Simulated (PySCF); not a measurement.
LaP: f occupation and spin

Unrestricted PBE0; PySCF, spin-free X2C with a Gaussian nucleus, basis sets La x2c-SVPall, P x2c-SVPall. The search starts from ions with several 4f fillings and holds each by maximum overlap.

The lowest solution has 2Ms+1 = 1, about 0.1 4f electrons, near 2.37 Å.

The lowest solution of each spin and filling, followed along the bond (rough minima from three points):

| 2Ms+1 | 4f population | ⟨S²⟩ at the start | R at minimum (Å) | Te (eV) |
| --- | --- | --- | --- | --- |
| 1 | 0.06 | 0.00 | 2.37 | 0.00 |
| 3 | 0.07 | 2.00 | 2.40 | 0.66 |

Solutions at the starting distance of 2.447 Å, counted from the lowest; the search is not exhaustive:

```json
{"2Ms+1": "1", "4f population": "0.06", "E (eV)": "0.00", "⟨S²⟩": "0.00", "⟨Lz²⟩": "0.0", "μ (D)": "-7.83"}
{"2Ms+1": "3", "4f population": "0.07", "E (eV)": "0.63", "⟨S²⟩": "2.00", "⟨Lz²⟩": "0.0", "μ (D)": "-4.64"}
{"2Ms+1": "3", "4f population": "0.07", "E (eV)": "0.68", "⟨S²⟩": "2.00", "⟨Lz²⟩": "1.4", "μ (D)": "-5.36"}
{"2Ms+1": "1", "4f population": "0.07", "E (eV)": "0.72", "⟨S²⟩": "1.02", "⟨Lz²⟩": "1.2", "μ (D)": "-5.05"}
{"2Ms+1": "3", "4f population": "0.07", "E (eV)": "1.18", "⟨S²⟩": "2.01", "⟨Lz²⟩": "4.0", "μ (D)": "-7.32"}
{"2Ms+1": "5", "4f population": "0.07", "E (eV)": "2.29", "⟨S²⟩": "6.00", "⟨Lz²⟩": "5.0", "μ (D)": "-2.74"}
{"2Ms+1": "5", "4f population": "0.07", "E (eV)": "2.30", "⟨S²⟩": "6.00", "⟨Lz²⟩": "5.0", "μ (D)": "-2.67"}
{"2Ms+1": "5", "4f population": "0.06", "E (eV)": "2.31", "⟨S²⟩": "6.01", "⟨Lz²⟩": "4.0", "μ (D)": "-3.00"}
{"2Ms+1": "5", "4f population": "0.07", "E (eV)": "2.80", "⟨S²⟩": "6.00", "⟨Lz²⟩": "2.0", "μ (D)": "-1.16"}
```

Partly filled real f orbitals mix terms, so no term symbols are given. A positive dipole means La(−)P(+).

Spin–orbit coupling is left out. Counting both spins, an empty level lies below a filled one in some of these solutions, because spin and occupation are held.
